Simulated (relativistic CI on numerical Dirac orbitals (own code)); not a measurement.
# What each ingredient does to the levels of Zn10+

Base calculation: Dirac-Coulomb-Breit CI, separate exchange-only KLI orbitals for each configuration, a model potential for QED, unscaled Slater integrals.

Configuration list (outside the closed core [Ne]): 3s2.3p6.3d2, 3s2.3p5.3d3, 3s.3p6.3d3, 3s2.3p6.3d.4s, 3s2.3p6.3d.4p, 3s2.3p6.3d.4d, 3s2.3p6.4s2, 3s2.3p6.4s.4p, 3s2.3p6.3d.4f, 3s2.3p6.4p2, 3s2.3p6.3d.5s, 3s2.3p5.3d2.4s, 3s2.3p6.4s.4d, 3p6.3d4, 3p5.3d5. Double excitations out of closed p, d and f shells are left out; levels of such configurations are missing from the list, as are those of other unlisted configurations, and high levels can miss mixing partners. These lack a partner that the ground configuration has and come out too high: 3s2.3p5.3d2.4s.

Variants: (1) valence Slater integrals scaled by 0.9; (2) QED terms removed; (3) only the first configuration. Shifts of the energy above 3s2.3p6.3d2 3F_2, in cm⁻¹, for the lowest level and the first level of each name with at least 55 % of one term (blank where a level changes its place among those of its configuration and J or its character, or is not in the variant):

```csv
Level,Base,Δ(1),Δ(2),Δ(3)
3s2.3p6.3d2 3F_2,0,0,0,0
3s2.3p6.3d2 3F_3,3076,+24,-12,-10
3s2.3p6.3d2 3F_4,6652,+11,-25,0
3s2.3p6.3d2 1D_2,28823,-2420,-9,+1796
3s2.3p6.3d2 3P_0,31977,-2751,-5,+2460
3s2.3p6.3d2 3P_1,33187,-2718,-10,+2462
3s2.3p6.3d2 3P_2,36092,-2652,-24,+2345
3s2.3p6.3d2 1G_4,45867,-4081,-16,+600
3s2.3p6.3d2 1S_0,108747,-10305,-17,+1365
3s2.3p5.3d3 5S°_2,526487,+9889,+8,
3s2.3p5.3d3 5D°_2,530147,+9011,+24,
3s2.3p5.3d3 5D°_3,530372,+8970,+22,
3s2.3p5.3d3 5D°_1,530606,+9065,+22,
3s2.3p5.3d3 5D°_0,531145,+9124,+20,
```

At this charge energies of transitions that change n are usually good to better than 1 %, and those within a shell (Δn = 0) to a few per cent. Terms inside the open d or f shell come out 10 to 20 % too wide with unscaled integrals.

Ionisation energy from the two ground configurations alone: base 273.434 eV; valence Slater integrals scaled by 0.9 273.185 eV. The NIST ASD value (semi-empirical) is 274.4 eV.

LS names give the leading component of a level, which can be under half, so a name can repeat, a term be missing and a line seem to break the LS rules.
